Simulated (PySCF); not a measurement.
How methods differ on the interval between two levels of Ir

Ir [Xe] 4f14 5d7 6s2 [4F9/2, M_J = 9/2] → Ir [Xe] 4f14 5d6 6s2 6p1 [6F11/2, M_J = 11/2], as a difference of total energies. Calculation: PySCF 2.14, in x2c-TZVPall-2c with one added diffuse shell each of s, p, d type (12s12p11d2f, 117 functions); the two-component X2C-1e Hamiltonian. Correlated levels: [Kr] 4d10 4f14 frozen; the 34 highest virtual spinors dropped. "Screened" scales the spin-orbit matrix elements by Boettger's factors to mimic the two-electron term; Breit and QED terms are absent.

| method | interval between two levels (cm⁻¹) |
| --- | --- |
| GHF (screened spin-orbit) | 39066 |
| GMP2 (screened spin-orbit) | 45550 |

The labels give the starting determinants; with spin-orbit coupling the two ends relaxed to ⟨J²⟩ = 24.77, ⟨L²⟩ = 13.03, ⟨S²⟩ = 3.60 and ⟨J²⟩ = 35.96, ⟨L²⟩ = 13.94, ⟨S²⟩ = 7.95.
